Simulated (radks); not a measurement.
Spin polarisation of the 5d7 shell in neutral iridium. Start: [Xe] 4f14 5d(up 3.5, down 3.5) 6s2; electrons of 5d are moved from spin down to spin up, other shells keep equal spins. Method: non-relativistic Kohn-Sham, PBEsol, spin-polarised, spherical densities, point nucleus; computed with a radial shooting solver on a logarithmic mesh with Libxc functionals.

moment (Bohr magnetons)  E - E(0) (eV)  e(5d up) (eV)  e(5d down) (eV)  6s down minus up (eV)
0                                0.000         -8.954           -8.954                 0.000
0.75                            -0.084         -9.172           -8.722                  0.160
1.5                             -0.338         -9.378           -8.475                  0.321
2.25                            -0.761         -9.570           -8.214                  0.484
3                               -1.356         -9.750           -7.935                  0.648

At moment 3 the spin-polarisation energy is -1.356 eV and the 5d exchange splitting 1.815 eV, that is 0.605 eV per Bohr magneton; E = -I m^2/4 would give I = 0.603 eV.
